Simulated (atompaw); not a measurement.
**Scattering properties, PAW (atompaw) potential for boron (B)**

atompaw 4.2.0.5 input, output lines left out:

```
B 5
GGA-PBE loggrid 1500 logderivrange -3 5 201
2 2 0 0 0 0
2 1 1
0 0 0
c
v
v
2
3.00 2.40 2.95 1.95
y
0.9
n
y
0.2
n
y
-0.2
n
modrrkj vanderbiltortho besselshape
3 0.5 vpsmatchnc
1.55
3.00
3.00
3.00
3.00
```

The phase is arctan(r·u′/u) with u = r·R(r), unwrapped; energies in Ry, scanned from -3 to 5 Ry. A pole is an energy at which the radial function vanishes at the test radius. The pseudo phase is shifted by a multiple of π to meet the all-electron one at the reference energy, and phase errors are pseudo minus all-electron; the curves can meet again beyond the range given. Levels narrower than the energy grid can be missing from the lists of poles.

```json
{"channel": "s", "radius (bohr)": "3.02", "reference energy (Ry)": "-0.69", "poles, all-electron": "-0.39, 3.73", "poles, pseudo": "-0.40, 3.32", "unbroken range about the reference energy with phases within 0.05 rad": "below 0.8", "phase error 1 Ry above the reference energy (rad)": "-0.016"}
{"channel": "p", "radius (bohr)": "3.02", "reference energy (Ry)": "-0.27", "poles, all-electron": "0.10, 3.53", "poles, pseudo": "-0.18, 3.55", "unbroken range about the reference energy with phases within 0.05 rad": "not even at the reference energy", "phase error 1 Ry above the reference energy (rad)": "-0.949"}
{"channel": "d", "radius (bohr)": "3.02", "reference energy (Ry)": "-0.20", "poles, all-electron": "2.27", "poles, pseudo": "3.35", "unbroken range about the reference energy with phases within 0.05 rad": "below 0.6", "phase error 1 Ry above the reference energy (rad)": "+0.162"}
```

Phases in the s channel:

```tsv
E (Ry)	all-electron	pseudo
-3.00	1.360	1.359
-2.76	1.348	1.347
-2.52	1.334	1.333
-2.28	1.316	1.315
-2.04	1.293	1.292
-1.80	1.261	1.260
-1.56	1.212	1.212
-1.32	1.125	1.126
-1.08	0.907	0.914
-0.84	-0.136	-0.111
-0.60	-1.335	-1.341
-0.36	-1.590	-1.599
-0.12	-1.701	-1.711
0.12	-1.779	-1.792
0.36	-1.855	-1.873
0.60	-1.949	-1.975
0.84	-2.087	-2.133
1.08	-2.335	-2.433
1.32	-2.841	-3.050
1.56	-3.590	-3.790
1.80	-4.083	-4.195
2.04	-4.322	-4.391
2.28	-4.451	-4.502
2.52	-4.531	-4.574
2.76	-4.586	-4.626
3.00	-4.627	-4.667
3.24	-4.660	-4.702
3.48	-4.687	-4.734
3.72	-4.711	-4.764
3.96	-4.733	-4.797
4.20	-4.755	-4.833
4.44	-4.776	-4.877
4.68	-4.798	-4.936
4.92	-4.823	-5.026
```
